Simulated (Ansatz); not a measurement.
C₂H₃BFN, SMILES `FB1C=NC1` at its PBE0-D4/def2-TZVP geometry, where that method's forces vanish. Charge 0, multiplicity 1.

```xyz
8

F    -1.4107   -1.6588   -0.0788
B    -0.4741   -0.7545    0.0821
C     1.0099   -0.6044   -0.3513
N     0.8926    0.6808   -0.3616
C    -0.4494    0.8071    0.3195
H     1.8931   -1.1146   -0.7275
H    -1.1415    1.4605   -0.2168
H    -0.3199    1.1839    1.3345
```

Problem. What forces (eV/Å) does r2SCAN-D4/def2-TZVPP give on these atoms in Ansatz? (An estimate is asked.)

Solution. Ansatz gave: 
```
F1  -0.159 -0.119 -0.073
B2   0.093  0.058  0.110
C3   0.102 -0.405 -0.003
N4   0.227  0.345 -0.177
C5  -0.309  0.066  0.170
H6   0.031  0.022 -0.011
H7   0.008  0.020  0.008
H8   0.008  0.014 -0.025
```
